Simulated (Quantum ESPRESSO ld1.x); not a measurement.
Er3+, configuration [Xe] 4f11.

Calculated with ld1.x of Quantum ESPRESSO 7.5: Dirac Kohn-Sham, revPBE, spin-unpolarised, spherical densities, point nucleus; open shells fill j = l - 1/2 first.

Energy parts (hartree):
part                     energy
total                 -13098.47
kinetic                14461.12
electron-nucleus      -32335.77
Hartree                 5054.78
exchange-correlation    -278.60

Orbitals (lengths in bohr, moments of r in powers of bohr; <r^-3> diverges for s and p1/2):
orbital,occ.,eigenvalue (hartree),<r^-3>,<1/r>,<r^4>
1s1/2,2,-2107.32,-,77.60,8.640e-07
2s1/2,2,-354.822,-,18.66,0.0001337
2p1/2,2,-337.961,-,18.62,0.00008190
2p3/2,4,-304.268,12190,16.15,0.0001118
3s1/2,2,-80.4603,-,6.828,0.005074
3p1/2,2,-73.0733,-,6.742,0.004557
3p3/2,4,-65.9970,2658,6.110,0.005745
3d3/2,4,-53.3867,452.3,5.995,0.004040
3d5/2,6,-51.8406,395.4,5.840,0.004339
4s1/2,2,-16.8551,-,2.857,0.1234
4p1/2,2,-13.9033,-,2.748,0.1384
4p3/2,4,-12.3079,599.8,2.531,0.1749
4d3/2,4,-7.45375,87.57,2.311,0.2418
4d5/2,6,-7.16308,75.23,2.257,0.2609
4f5/2,6,-1.31816,11.53,1.719,1.525
4f7/2,5,-1.27570,11.03,1.695,1.655
5s1/2,2,-3.00514,-,1.086,4.257
5p1/2,2,-2.18426,-,0.9640,6.842
5p3/2,4,-1.96871,79.94,0.8908,8.936

The highest occupied level is 4f7/2 at -34.714 eV. The density falls to 0.001 e/bohr^3 at r = 3.14 bohr. Summed over all electrons, <r^2> = 33.23 bohr^2, which gives a Langevin (diamagnetic) susceptibility term of -26.3 x 10^-6 cm^3/mol. For comparison, the ionisation energy in NIST's Atomic Spectra Database is 42.42 eV (semi-empirical). In exact Kohn-Sham theory the highest level is minus the ionisation energy, but local and semilocal functionals leave it too shallow, through self-interaction and a potential that decays too fast; potentials with the right tail come closer.

Beside tabulated values, note that spin-unpolarised runs miss the spin-polarisation part of the exchange energy of open shells.
